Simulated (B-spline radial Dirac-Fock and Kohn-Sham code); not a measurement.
ΔSCF core binding energies without Breit or QED terms, calculated with an atomic code on a B-spline grid.

A sound run for the Cr atom in the configuration [Ar] 3d5 4s1: The ground state converged in 11 iterations, with total energy -1049.59610 Ha, virial ratio 1.98767 and highest orbital energy -5.74 eV. ΔSCF binding energies: K (1s) 6004.0 eV, L3 (2p3/2) 581.8 eV. Holes are computed only in closed shells, and unreliable hole states are left out.

A second run, with one unsound setting: The ground state had not converged after 5 iterations, with total energy -1049.59261 Ha, virial ratio 1.98821 and highest orbital energy -5.89 eV. ΔSCF binding energies: K (1s) 6004.1 eV, L3 (2p3/2) 582.0 eV (not all states converged, so these are not final). Holes are computed only in closed shells, and unreliable hole states are left out.

```
iter   energy (Ha)        error
   1    -1040.81271088  8.71e-01
   2    -1044.82924264  5.43e-01
   3    -1049.20735000  9.33e-02
   4    -1049.56413732  2.86e-02
   5    -1049.59261161  1.00e-02
```

Q: Which fault fits the second run best?
A. nuclear radius in wrong units
B. box too small
C. too few iterations
D. speed of light below Z

A: C. The input had maxit = 5: maxit ends the run before self-consistency.
